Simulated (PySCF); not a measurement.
One of the candidates below gave these computed data.

All candidates are C5H6ClNS.

| technique | computed result |
| --- | --- |
| Triplet | lowest triplet excitation (Tamm–Dancoff): 3.55 eV [TDA B3LYP/def2-SVPD] |
| 13C NMR | chemical shifts (computed TMS as zero) by class: 177.7 (1 C), 148.2 (1 C), 122.1 (1 C), 32.2 (1 C), 21.2 (1 C) ppm [GIAO PBE0/pcSseg-1] |
| UV, first state | lowest singlet excitation: 5.05 eV (245 nm, f = 0.074) [TDDFT B3LYP/def2-SVPD] |
| Rotational structure | rotational constants A, B, C: 2.844, 0.899, 0.724 GHz [GFN2-xTB] |
| NMR, other nuclei | isotropic shieldings of nuclei other than C and H, by class: -82 (1 N), 224 (1 S), 735 (1 Cl) ppm [GIAO PBE0/pcSseg-1] |
| Polarisability | 98.1 au [B3LYP/def2-SVPD] |
| UV, strongest line | among the 8 lowest singlet transitions: S7 at 6.60 eV (188 nm, f = 0.077) [TDDFT B3LYP/def2-SVPD] |

The electronic properties come from PySCF, for the isolated species, density fitting. Levels stand in brackets. The structure is a single GFN2-xTB conformer in the gas phase; no vibrational or solvent corrections. NMR classes are plain means over equivalent atoms (diastereotopic ones count apart unless rotation or inversion swaps them), as if these changed places fast.

**Question.** Which candidate is it?
A. `CCc1csc(Cl)n1`
B. `CCc1cc(Cl)sn1`
C. `CCc1nc(Cl)cs1`

**Answer.** C. It is `CCc1nc(Cl)cs1`. Numbering: `[CH3:1][CH2:2][c:3]1[n:4][c:5]([Cl:6])[cH:7][s:8]1`. Its formula, C5H6ClNS, gives 3 degrees of unsaturation: 1 ring and 2 π bonds in the structure found (Kekulé form). 5 carbons fall into 5 classes; from least to most shielded: substituted aromatic carbon [C3] (177.7 ppm), aromatic C–Cl carbon [C5] (148.2 ppm), aromatic CH next to a ring sulfur [C7] (122.1 ppm), benzylic-type carbon [C2] (32.2 ppm), methyl carbon [C1] (21.2 ppm). The other shieldings belong to: -82 ppm, pyridine-type nitrogen [N4]; 224 ppm, thiophene-type sulfur [S8]; 735 ppm, aryl chlorine [Cl6]. S1 is mainly HOMO→LUMO (weight 0.91); the largest Löwdin shares of the orbital it empties are 0.23 on the aromatic CH next to a ring sulfur, 0.19 on the aromatic C–Cl carbon, 0.19 on the aryl chlorine and 0.15 on the thiophene-type sulfur, of the orbital it fills 0.23 on the thiophene-type sulfur, 0.23 on the substituted aromatic carbon, 0.18 on the aromatic CH next to a ring sulfur and 0.13 on the pyridine-type nitrogen. The optimised geometry has point group C1 and is an asymmetric top.

The others, at the same levels:
- `CCc1csc(Cl)n1` fails: its computed 13C shifts are 163.6 (1 C), 161.8 (1 C), 123.0 (1 C), 30.1 (1 C), 19.7 (1 C) ppm and rotational constant A is 2.700 GHz (against 2.844 GHz).
- `CCc1cc(Cl)sn1` fails: its computed 13C shifts are 176.0 (1 C), 172.1 (1 C), 127.1 (1 C), 32.3 (1 C), 18.4 (1 C) ppm, lowest singlet excitation is 5.38 eV (231 nm, f = 0.006) (against 5.05 eV) and lowest triplet excitation (Tamm–Dancoff) is 3.84 eV (against 3.55 eV).

Each candidate is one conformer, not necessarily the lowest. Dipoles, sizes and rotational constants follow the conformer. The torsions of the flexible species, by atom-mapped SMILES:
- `[CH3:1][CH2:2][c:3]1[n:4][c:5]([Cl:6])[cH:7][s:8]1`: C1–C2–C3–N4 94°
- `[CH3:1][CH2:2][c:3]1[cH:4][s:5][c:6]([Cl:7])[n:8]1`: C1–C2–C3–C4 -94°
- `[CH3:1][CH2:2][c:3]1[cH:4][c:5]([Cl:6])[s:7][n:8]1`: C1–C2–C3–C4 -73°
